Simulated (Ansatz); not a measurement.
Ansatz (a first-principles code) input:

Ansatz 0.2 input:
```yaml
crystal:
  periodic: [false, false, false]
  atoms:
    - {symbol: Li, position_ang: [-0.00000000, -0.00000000, -1.86756739]}
    - {symbol: C, position_ang: [0.00000000, 0.00000000, 1.06166983]}
    - {symbol: N, position_ang: [-0.00000000, -0.00000000, -0.10961669]}
basis:
  gaussian:
    orbitals: def2-SVPD
magnetization: {spin_polarized: false}
correlation: {method: ccsd_t, electrons: outside_noble_gas}
output: {forces: true}
```

Q: Predict the final energy.

A: -100.01755 Eh (CCSD(T)/def2-SVPD). The basis has 52 functions.
